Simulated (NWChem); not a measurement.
Species: SiNH2Cl2F; SMILES F[Si](Cl)(Cl)N

```xyz
7

N      1.3777    -0.0644     1.3228
Si     0.3292    -0.0049    -0.0152
F      1.0515    -0.1546    -1.4688
Cl    -1.0024    -1.5660     0.1095
Cl    -0.6117     1.8227    -0.0454
H      1.9416     0.7428     1.5930
H      1.7457    -0.9505     1.6719
```
Atoms are numbered in this order, from 1.

Computed with NWChem. Pople sets run with spherical d functions. Structure relaxed at the PBE-D3(BJ)/def2-SVP level. Level: M05-2X/6-31G* with SMD (1 M gas to 1 M solution), gas-phase geometry. Reactions with the solvent are ignored.

Q: Among these, which solvent gives the lowest value of “solvation free energy (kcal/mol)”?
A. water
B. benzene
C. 1-propanol
D. anisole

A: C, 1-propanol. Values: 1-propanol -7.4; anisole -5.7; benzene -5.0; water -3.9
